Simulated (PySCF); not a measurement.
# Where the electron goes

Compound: C6H9FO2.
Numbering: `[CH2:1]=[CH:2][C@H:3]([CH2:4][F:5])[C:6](=[O:7])[O:8][CH3:9]` (hydrogens: H10, H11 on C1; H12 on C2; H13 on C3; H14, H15 on C4; H16, H17, H18 on C9)

Cartesian coordinates in Å at the PBE0-D3(BJ)/def2-SVP level; atoms count from 1:
```xyz
18
C6H9FO2 angstrom
C     -2.4542   -1.0504   -0.1219
C     -1.5279   -0.1739   -0.5080
C     -0.4640    0.3934    0.3897
C     -0.6249    1.8972    0.5374
F      0.3270    2.3813    1.3968
C      0.8981    0.0933   -0.2111
O      1.3505    0.6538   -1.1744
O      1.5187   -0.8911    0.4356
C      2.7871   -1.2632   -0.0779
H     -2.4941   -1.4340    0.9025
H     -3.2088   -1.4199   -0.8207
H     -1.5091    0.1842   -1.5447
H     -0.5206   -0.0758    1.3828
H     -1.6242    2.1315    0.9395
H     -0.4998    2.3858   -0.4430
H      3.1612   -2.0605    0.5741
H      3.4765   -0.4065   -0.0700
H      2.6979   -1.6266   -1.1123
```

Computed with TDDFT CAM-B3LYP/def2-SVPD, vertical, gas phase, core orbitals frozen in the response in PySCF 2.14.0, density-fitted response routines.

Kohn–Sham orbitals with the atoms that hold most of them (Löwdin shares over 4%, at most four atoms; ? is withheld):

| orbital | ε (eV) | atoms |
| --- | --- | --- |
| HOMO-3 | -11.31 | F5 36%, C4 24%, H15 13%, H14 8% |
| HOMO-2 | -10.47 | O8 44%, O7 27%, C9 11%, C6 7% |
| HOMO-1 | -9.99 | ? |
| HOMO | -9.25 | C1 29%, C2 26%, O7 16%, C3 8% |
| LUMO | ? | ? |
| LUMO+1 | 1.23 | C9 18%, C1 11%, C6 9%, O8 9% |
| LUMO+2 | 1.55 | C6 20%, C1 14%, O7 14%, O8 11% |

Question: Which atoms hold the HOMO-1, and with what shares?

Answer: O7 (bonded to C) 49%; C2 (bonded to 2 C and H) 11%; C1 (bonded to C and 2 H) 9%; O8 (bonded to 2 C) 8%. By element: oxygen 56%, carbon 20% or more.

Question: Which atoms hold the LUMO, and with what shares?

Answer: C1 (bonded to C and 2 H) 26%; C2 (bonded to 2 C and H) 24%; C6 (bonded to C and 2 O) 11%; O7 (bonded to C) 9%. By element: carbon 61% or more, oxygen 9% or more.

Question: What is the LUMO energy, and the HOMO–LUMO gap?

Answer: ε(LUMO) = 0.54 eV; the gap is 9.79 eV (0.3598 hartree).

Question: The HOMO–LUMO gap is 9.79 eV. Where does the response calculation put the lowest singlet, and from which orbitals?

Answer: S1 is at 5.88 eV (f = 0.014), 3.91 eV below the gap, made of HOMO-1→LUMO (27%), HOMO→LUMO (27%), HOMO-1→LUMO+2 (19%). Its leading pair isn't HOMO and LUMO; the energies of that pair differ by 10.53 eV. Without the coupling terms of the response equations the lowest excitation would equal the gap.

Next come S2 at 7.18 eV (f 0.333), HOMO→LUMO (67%), HOMO-1→LUMO (20%); S3 at 7.65 eV (f 0.039), HOMO→LUMO+1 (55%), HOMO→LUMO+3 (15%), HOMO→LUMO+2 (15%); S4 at 7.71 eV (f 0.015), HOMO→LUMO+2 (54%), HOMO-1→LUMO (26%); S5 at 7.97 eV (f 0.035), HOMO-4→LUMO (29%), HOMO-5→LUMO (18%), HOMO-2→LUMO (11%).

The run took 2.3 min on one thread, Arm Neoverse N1, shared host.

One conformer stands for the species.
